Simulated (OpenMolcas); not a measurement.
Rh5+ among 4 point charges of -2.5 e arranged as a tetrahedron (Td).

```
Program             : OpenMolcas 26.06
Method              : SS-CASPT2, IPEA 0.25 Eh, imaginary shift 0.1 Eh (closed shells correlated: 4s 4p)
Basis               : ANO-RCC-VTZP [7s6p4d2f1g]
Scalar Hamiltonian  : DKH2, point nucleus
Active space        : 4 electrons in 5 orbitals (4d)
State averaging     : 2S+1 = 5 even, 5 roots; 2S+1 = 3 even, 45 roots; 2S+1 = 1 even, 50 roots
Spin-orbit coupling : RASSI with atomic mean-field integrals over the reference wave functions
```

All point charges move together. At R = 2.05 Å the first state of the same spin is 2500 cm-1, and at R = 2.13 Å it is 2140 cm-1.

Q: A third run gives 3250 cm-1. What distance was it run at?

A: With a power law R^-n the two known points give n = -ln(2140 / 2500) / ln(2.13 / 2.05) = 4.06. Then R = 2.05 × (2500 / 3250)^(1/4.06) = 1.922 Å. The run was at 1.91 Å, so the estimate is off by +0.012 Å.

Roots that are degenerate in the reference are averaged as groups; the widest CASPT2 spread within a group is 590 cm-1 (the 3-fold group of multiplicity 3 near 48900 cm-1 above the lowest state of its run, R = 1.91). Shifts and gaps below about the spread of the groups concerned are not significant. An orbital triplet at a regular site is open to Jahn-Teller coupling, which can distort the site and quench the lowest spin-orbit gaps and is left out. Point charges give a weaker field than real ligands, and real ions of this kind are as a rule low spin; the high spin found here belongs to the model. The ground term spreads over less than 5000 cm-1, several times less than with real ligands, so orbital moments are less quenched and χT lies further from the spin-only value than at real sites. Free-ion shares, where given, are those of the reference states; single-state CASPT2 does not remix them. This is an electrostatic model: the charges have no orbitals. No measured value stands beside these numbers.
